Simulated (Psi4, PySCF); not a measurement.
Interaction energy of C2H6O ··· CHN (SMILES COC and C#N), singlet. Monomers: optimised at B3LYP-D3(BJ) (def2-TZVP), held rigid. Orientation: lowest of the rigid-body minima from ten starts at GFN2-xTB. Only R, the distance of the centres of mass, is varied, so the lowest point isn't the relaxed dimer.

- RKS-B3LYP/6-31G* = restricted B3LYP/6-31G*, spherical d, no counterpoise correction (PySCF)
- SAPT0/jun-cc-pVDZ, frozen core (Psi4)

Interaction energies in kJ/mol:

| R / Å | RKS-B3LYP/6-31G* |
|---|---|
| 3.68 | -4.55 |
| 3.88 | -22.77 |
| 4.03 | -27.15 |
| 4.25 | -26.95 |
| 4.42 | -24.61 |
| 4.67 | -20.43 |
| 4.93 | -16.28 |
| 5.23 | -12.09 |
| 5.75 | -6.73 |
| 6.42 | -3.57 |
| 7.45 | -1.94 |
| 8.72 | -1.08 |

Problem. What does SAPT0/jun-cc-pVDZ give at the same points?

Solution. 3.68: -11.50; 3.88: -25.38; 4.03: -28.44; 4.25: -27.59; 4.42: -25.04; 4.67: -20.63; 4.93: -16.49; 5.23: -12.74; 5.75: -8.39; 6.42: -5.25; 7.45: -2.89; 8.72: -1.59 (kJ/mol).
